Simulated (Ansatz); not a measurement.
Ideal-gas functions of CClFNSi, SMILES `N#C[Si](F)Cl` radical at 600 K and 1 bar, from an Ansatz frequency run at PBE0-D4/def2-TZVP.

Molar mass 108.56 g/mol, point group C1 (symmetry number 1), electronic degeneracy 2, moments of inertia 109.655, 217.095, 309.448 u Å². Harmonic wavenumbers (cm⁻¹, unscaled): 114, 172, 233, 349, 385, 547, 645, 922, 2315.

Use S(trans) = R[1.5 ln M + 2.5 ln T − 1.1517]; rotational temperatures θ = 24.2544 K / I; S(rot) = R[ln(√π/σ · √(T³/θAθBθC)) + 1.5]; for each mode x = 1.438777 ν̃/T, S = R[x/(eˣ − 1) − ln(1 − e⁻ˣ)] and H = RT x/(eˣ − 1); 1 cm⁻¹ = 0.0119627 kJ/mol; R = 8.31446 J/(mol·K).

**Question.** By hand: the entropy, in J/(mol·K).

**Answer.** Translation 181.9. Rotation: θ = 0.2212, 0.1117, 0.0784 K, giving 123.0. Vibration, mode by mode: 19.12, 15.74, 13.26, 10.03, 9.27, 6.63, 5.47, 3.23, 0.21, in all 83.0. Electronic 5.8. Sum 393.7 J/(mol·K).

**Question.** By hand: H − E and G − E in kJ/mol, counted from the electronic energy.

**Answer.** Zero-point energy ½ × 5682 × 0.0119627 = 34.0; thermal vibration 24.3; translation, rotation and pV give 4 RT = 20.0. H − E = 78.3 kJ/mol, and G − E = 78.3 − 600 × 393.7/1000 = -157.9 kJ/mol.

Vibration gives 21 % of the entropy, 19.1 J/(mol·K) of it from the mode under 150 cm⁻¹: soft modes count most, and the harmonic formula is weakest for them. The sum counts one conformer and one mirror image; others add a mixing term.
